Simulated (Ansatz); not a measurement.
Coupled-cluster run, `CO[SiH2]N[SiH2]F`.

```yaml
crystal:
  periodic: [false, false, false]
  atoms:
    - {symbol: C, position_ang: [-0.192504, 2.320690, 1.505999]}
    - {symbol: O, position_ang: [-0.348269, 1.375517, 0.473758]}
    - {symbol: Si, position_ang: [0.569923, 0.021822, 0.356098]}
    - {symbol: N, position_ang: [0.312884, -0.700323, -1.179498]}
    - {symbol: Si, position_ang: [-0.533127, -2.142241, -1.528103]}
    - {symbol: F, position_ang: [0.448387, -3.401169, -1.649866]}
    - {symbol: H, position_ang: [-0.752822, 3.217708, 1.237344]}
    - {symbol: H, position_ang: [-0.582770, 1.940784, 2.456684]}
    - {symbol: H, position_ang: [0.858986, 2.598375, 1.647752]}
    - {symbol: H, position_ang: [1.992866, 0.421221, 0.533193]}
    - {symbol: H, position_ang: [0.184205, -0.987027, 1.376162]}
    - {symbol: H, position_ang: [0.706750, -0.211704, -1.972268]}
    - {symbol: H, position_ang: [-1.461664, -2.427927, -0.414341]}
    - {symbol: H, position_ang: [-1.202845, -2.025726, -2.842905]}
basis:
  gaussian: {orbitals: def2-TZVPP}
correlation: {method: ccsd_t}
```

```sh
$ ansatz run in.yaml --threads 2 --pin off --events-out ev --progress --plain --max-ram 22528MiB --backend cuda --devices 0, --max-vram 18GiB
```

Output of Ansatz, abridged:

```
Functional definition: HF
1886 factors; integrals over basis functions are off by at most 1.1e-3 eV
mean field evaluation 1: about -23109.2493 eV, gradient 5.1e1 eV
mean field evaluation 2: about -23109.5879 eV, gradient 5.2e1 eV
mean field evaluation 4: about -23114.8660 eV, gradient 4.4e0 eV
mean field evaluation 8: about -23114.9419 eV, gradient 3.2e-1 eV
mean field -23114.94216614 eV, -849.4584567352 hartree, gradient 2.6e-6 eV, S^2 0.000000; 0 other end points of the search recorded, 0 dependent functions left out
14 core orbitals not correlated: weight in the atoms' cores, before any rotation towards them, 1.000 or more for the frozen orbitals, at most 0.000 for the correlated occupied ones
reference -23114.94216614 eV, -849.4584567352 hartree; 19, 19 occupied and 287, 287 virtual orbitals, 1886 factors
second order -30.29831153 eV of doubles, -0.00000000 eV of singles
cycle   1  -30.76022262 eV  change   -4.6e-1 eV  update   1.2e-1
cycle   2  -31.48071721 eV  change   -7.2e-1 eV  update   3.3e-2
cycle   3  -31.64263748 eV  change   -1.6e-1 eV  update   1.7e-2
cycle   4  -31.62569935 eV  change    1.7e-2 eV  update   3.5e-3
cycle   5  -31.62434916 eV  change    1.4e-3 eV  update   1.6e-3
cycle   6  -31.62525956 eV  change   -9.1e-4 eV  update   4.6e-4
cycle   7  -31.62500325 eV  change    2.6e-4 eV  update   1.7e-4
cycle   8  -31.62491137 eV  change    9.2e-5 eV  update   5.0e-5
cycle   9  -31.62493157 eV  change   -2.0e-5 eV  update   1.9e-5
perturbative correction -1.08345157 eV, -0.0398161107 hartree
Total energy: -23147.65054928 eV, -850.6604676450 hartree
```

Run time 5.5 s (2 threads of an AMD EPYC 7R13 on a shared host and a share of an NVIDIA H100 80 GB); peak host memory 0.87 GiB.

MP2 recovers 92.6 % of the CCSD(T) correlation energy and the triples give 3.3 %; T1 = 0.0114.
